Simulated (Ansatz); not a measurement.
Computed with Ansatz on PBE0-D4/def2-TZVP structures; ΔE is electronic, products minus reactants. CCSD(T)/CBS adds triple-zeta CCSD(T) − MP2 to the extrapolated MP2 energy (def2 sets, frozen cores). DFT in def2-TZVPP. One conformer a species, not always the lowest.

Consider the redistribution: `N[Si](O)(F)Cl` + `CO[SiH2][SiH3]` → `N[SiH](O)Cl` + `CO[SiH](F)[SiH3]`.

Is it downhill or uphill in electronic energy at CCSD(T)/CBS, and by how much? (Best estimate.)

Ansatz gave: Uphill: ΔE = +3.7 kJ/mol.

What do these levels give: BLYP-D4, revPBE, BLYP, HF/def2-SVP, MP2/def2-TZVPP, MP2/CBS(def2)? (An estimate is asked.)

The calculation gave: BLYP-D4 0.9, revPBE 1.1, BLYP -1.7, HF/def2-SVP 6.0, MP2/def2-TZVPP 4.1, MP2/CBS(def2) 2.2 kJ/mol.

Largest T1 diagnostic among the species: 0.012.

From BLYP to BHLYP (50 % exact exchange), in def2-TZVPP and without D4, ΔE moves by +5.3 kJ/mol. At CCSD(T), def2-SVP lies +3.4 kJ/mol from the extrapolated value and def2-TZVPP +1.8 kJ/mol. Leaving LDA and LC-ωPBE aside and taking each functional with its dispersion term where it has one, the values, not all of them listed here, spread over 8.3 kJ/mol, from BLYP-D4 to B97M-V. LDA lies +3.1 kJ/mol from PBE without D4.
